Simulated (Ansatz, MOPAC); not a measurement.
System: GaBr$_{2}$ (charge +1, singlet). SMILES of the parent species: [Ga]([Br])[Br]

Atoms: Ga1, Br2, Br3. Bonds: Ga1-Br2, Ga1-Br3.

Bond lengths (Å) and angles (degrees) optimised at PM7 with MOPAC; MNDO with MOPAC; PBE/LANL2DZ with Ansatz (a quantum-chemistry and plane-wave program); B3LYP/LANL2DZ with Ansatz, each started from the B3LYP-D3(BJ)/def2-TZVP structure (Ansatz) of the last column. A row stands for all coordinates that are equal there. No wavenumbers were computed at MNDO, PBE/LANL2DZ, so these may be saddle points.

| coordinate | PM7 | MNDO | PBE/LANL2DZ | B3LYP/LANL2DZ | B3LYP-D3(BJ)/def2-TZVP |
|---|---|---|---|---|---|
| Ga1-Br2 | 2.172 | 2.237 | 2.271 | 2.267 | 2.184 |
| Br2-Ga1-Br3 | 180.0 | 180.0 | 180.0 | 180.0 | 180.0 |

Mean signed difference of all 2 bond lengths from B3LYP-D3(BJ)/def2-TZVP: PM7 -0.012 Å, MNDO 0.053 Å, PBE/LANL2DZ 0.088 Å, B3LYP/LANL2DZ 0.083 Å.
